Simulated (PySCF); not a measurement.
Computed shifts of a molecule C4H5Br, PBE0/pcSseg-1 (PySCF), GIAO, gas phase, equivalent atoms averaged, in ppm (number of nuclei): ¹³C: 149.4 (1), 144.1 (1), 137.3 (1), 128.4 (1). ¹H: 6.99 (1), 6.65 (1), 6.58 (1), 5.77 (2). References: ¹³C against TMS (σ = 186.3 ppm); ¹H against TMS (σ = 31.56 ppm), references at their B3LYP-D3(BJ)/def2-TZVP geometries, non-relativistic (without spin–orbit terms, shifts of atoms bonded to Cl or Br come out too high). Geometry optimised at B3LYP-D3(BJ)/def2-SVP. One conformer was computed; it need not be the lowest.

Question: Which structure fits?
A) C=CC(=C)Br
B) CC=C=CBr
C) C=C/C=C/Br
D) C#CCCBr

Answer: C, C=C/C=C/Br
